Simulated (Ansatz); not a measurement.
Total energies of SiHBr3 from Ansatz at r2SCAN-D4/def2-TZVP, gas phase (1 Eh = 27.2114 eV = 2625.5 kJ/mol). The reference geometry is relaxed at r2SCAN-D4/def2-SVP.

```json
{"state": "charge 0 singlet", "geometry": "reference", "energy (Eh)": "-8012.64956"}
{"state": "charge 1 doublet", "geometry": "reference", "energy (Eh)": "-8012.27136"}
{"state": "free Si atom (triplet)", "geometry": "–", "energy (Eh)": "-289.34121"}
{"state": "free H atom (doublet)", "geometry": "–", "energy (Eh)": "-0.49993"}
{"state": "free Br atom (doublet)", "geometry": "–", "energy (Eh)": "-2574.09258"}
```

(1) Work out the vertical ionisation energy to the doublet.

(2) What is the binding energy per atom against free atoms?

(1) E(charge 1 doublet) − E(charge 0 singlet) = -8012.27136 − (-8012.64956) = 0.37820 Eh = 10.29 eV. For comparison, −ε of the highest occupied level is 7.67 eV at this level, 2.62 eV less.

(2) Atoms: 1 × (-289.34121) + 1 × (-0.49993) + 3 × (-2574.09258) = -8012.11888 Eh. Binding: -8012.11888 − (-8012.64956) = 0.53068 Eh = 14.44 eV, or 2.89 eV for each of 5 atoms (no zero-point energy, no counterpoise term).
